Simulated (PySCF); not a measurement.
## Two-component Hartree-Fock for Pr²⁹⁺ (praseodymium, charge +29)

Start: [Ar] 3d10 4s2. Calculated with PySCF 2.14 in an uncontracted even-tempered set (19 s from 1.1 bohr⁻², ratio 2.6; 15 p from 1.4 bohr⁻², ratio 2.6; 10 d from 1.4 bohr⁻², ratio 2.6; 6 f from 1.4 bohr⁻², ratio 2.8): generalised Hartree-Fock with the X2C-1e Hamiltonian and a Gaussian nucleus; spin-orbit coupling (SO) screened by Boettger's factors.

```tsv
spinor shell	electrons	ε, screened SO (eV)	weight of nominal j (screened SO)	rms radius, screened SO (bohr)
1s1/2	2	-43226.9	1.000	0.0275
2s1/2	2	-7911.1	1.000	0.111
2p1/2	2	-7522.3	1.000	0.0956
2p3/2	4	-7034.4	1.000	0.101
3s1/2	2	-2489.4	1.000	0.285
3p1/2	2	-2322.5	1.000	0.277
3p3/2	4	-2219.9	1.000	0.288
3d3/2	4	-1940.1	1.000	0.259
3d5/2	6	-1918.1	1.000	0.262
4s1/2	2	-1123.2	1.000	0.593
```

| quantity | screened SO |
| --- | --- |
| E (hartree) | -8803.80278 |
| M_J | 0 |
| ⟨J²⟩ | 0.000 |
| ⟨L²⟩ | 0.023 |
| ⟨S²⟩ | 0.023 |

Breit and QED terms are absent; they matter most for the inner s and p1/2 levels.

Densities and radii are taken from the X2C orbitals without a picture-change correction, which distorts them close to the nucleus.
